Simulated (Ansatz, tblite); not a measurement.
Removing an electron: (AgSH)2 ring (Ag₂H₂S₂). Charge 0, multiplicity 1. Geometry: PBE-D4/def2-SVP. Ansatz, gas phase; energy differences of separate SCF runs; the oxidised species was run as a doublet alone.

```xyz
6

Ag    0.836   -1.092    0.059
S    -1.538   -1.227   -0.865
Ag   -0.840    1.090   -0.056
S     1.537    1.226    0.862
H    -1.180   -1.020   -2.166
H     1.184    1.024    2.165
```

In the def2 sets Ag takes a core potential; there is no spin–orbit coupling. The xTB rows come from tblite.

| level | −HOMO (eV) | vertical IE (eV) | −LUMO (eV) | HOMO–LUMO gap (eV) |
| --- | --- | --- | --- | --- |
| GFN1-xTB | 10.09 | 13.21 | 7.44 | 2.66 |
| GFN2-xTB | 9.95 | 12.80 | 6.71 | 3.24 |
| PBE0-D4/def2-TZVP | 6.34 | 8.13 | 2.04 | 4.30 |

(1) Estimate the rows for PBE-D4/def2-TZVP, r2SCAN-D4/def2-TZVP.

Results:

(1) 
```tsv
level	−HOMO (eV)	vertical IE (eV)	−LUMO (eV)	HOMO–LUMO gap (eV)
PBE-D4/def2-TZVP	5.30	7.94	2.88	2.42
r2SCAN-D4/def2-TZVP	5.42	7.96	2.63	2.79
```

Relaxing the oxidised species (PBE-D4/def2-SVP) changes its energy by -0.25 eV at PBE-D4/def2-TZVP, so the adiabatic ionisation energy to this nearest minimum is 7.69 eV. At PBE0-D4/def2-TZVP it is 7.86 eV.    Raw xTB energy differences between charge states are shifted by several eV; the methods need an empirical correction for them.
